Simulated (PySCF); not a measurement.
**Shapes and spin states of Cu₃**

Level of theory: PBE0 in PySCF with Cu def2-TZVP; no relativity; density-fitted integrals.

Relaxations began from a few typed shapes and spin states; open shells are unrestricted. The search is not exhaustive: other isomers or separated fragments can lie lower, and high-lying points may rest on an excited occupation.

Problem. Which is the lowest minimum found?
A. quartet D3h: Cu–Cu 2.589 Å (×3); Cu–Cu–Cu 60.0° (×3)
B. quartet D∞h: Cu–Cu 2.715 Å (×2); Cu–Cu–Cu 180.0°
C. quartet D3h: Cu–Cu 2.381 Å (×3); Cu–Cu–Cu 60.0° (×3)
D. doublet D∞h: Cu–Cu 2.360 Å (×2); Cu–Cu–Cu 180.0°
E. doublet C2v: Cu–Cu 2.340 Å (×2), Cu–Cu 2.625 Å; Cu–Cu–Cu 55.9° (×2), Cu–Cu–Cu 68.2°
F. doublet C2v: Cu–Cu 2.297 Å, Cu–Cu 2.476 Å (×2); Cu–Cu–Cu 55.3°, Cu–Cu–Cu 62.4° (×2)

Solution. E. The others lie at 1.8 (doublet C2v, a saddle point), 20.4 (doublet D∞h, a saddle point), 215.7 (quartet D3h), 215.9 (quartet D3h), 246.9 (quartet D∞h) kJ/mol above it.

For the lowest minimum: open d and f shells are described by one determinant, and the ground state may have another occupation or spin.
